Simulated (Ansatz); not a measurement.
Reaction (formal exchange of groups at a B–O bond): `COB(C)S` + CH₄ → `CB(C)S` + CH₃OH

Gas-phase electronic energies from Ansatz, PBE0-D4/def2-TZVP geometries. CBS: MP2 limit from def2 TZ/QZ plus the TZ coupled-cluster correction, frozen cores. This one scheme is used for every species. Functionals use def2-TZVPP. HSE06 is defined as in plane-wave codes. Each species was taken in one conformer, which may not be the lowest.

`COB(C)S`:

Z-matrix (Å, degrees):
```
C
O 1 1.412
H 1 1.094 2 111.0
H 1 1.090 2 107.8 3 119.4
H 1 1.094 2 111.0 3 -121.2
B 2 1.353 1 122.7 3 60.1
S 6 1.831 2 118.6 1 -0.0
C 6 1.566 2 119.0 1 179.9
H 7 1.341 6 95.7 2 180.0
H 8 1.094 6 111.1 2 -120.1
H 8 1.094 6 111.2 2 121.4
H 8 1.092 6 111.3 2 0.6
```

CH₄:

```xyz
5

C     0.000    0.000    0.000
H     0.920   -0.215    0.542
H     0.095   -0.346   -1.029
H    -0.183    1.074    0.006
H    -0.833   -0.513    0.480
```

`CB(C)S`:

```xyz
11

C     0.619   -0.876   -0.797
B    -0.070    0.331   -0.073
C    -0.680    0.179    1.364
S    -0.185    1.958   -0.823
H     0.067   -1.807   -0.633
H     1.605   -1.031   -0.339
H     0.775   -0.746   -1.869
H    -1.000    1.111    1.833
H    -1.553   -0.484    1.308
H     0.028   -0.322    2.033
H     0.393    1.689   -2.005
```

CH₃OH:

```xyz
6

C     0.129    0.203    0.263
O    -0.305   -0.110   -1.041
H     0.441    1.248    0.253
H     0.987   -0.405    0.575
H    -0.669    0.092    1.007
H    -0.583   -1.028   -1.057
```

| level | ΔE (eV) |
| --- | --- |
| HSE06-D4 | 1.31 |
| B2PLYP | 1.38 |
| LC-ωPBE | 1.32 |
| HF/def2-TZVPP | 1.39 |

(1) What does CCSD(T)/CBS give? (Best estimate.)

Largest T1 diagnostic among the species: 0.012.

## Answers

(1) The calculation gave: +1.35 eV. The listed levels differ from it by -0.04, 0.03, -0.03, 0.04 eV.

At CCSD(T), def2-SVP lies +0.17 eV from the extrapolated value and def2-TZVPP +0.02 eV. Leaving LDA and LC-ωPBE aside and taking each functional with its dispersion term where it has one, the values, not all of them listed here, spread over 0.11 eV, from revPBE-D4 to CAM-B3LYP-D4. LDA lies +0.08 eV from PBE without D4.
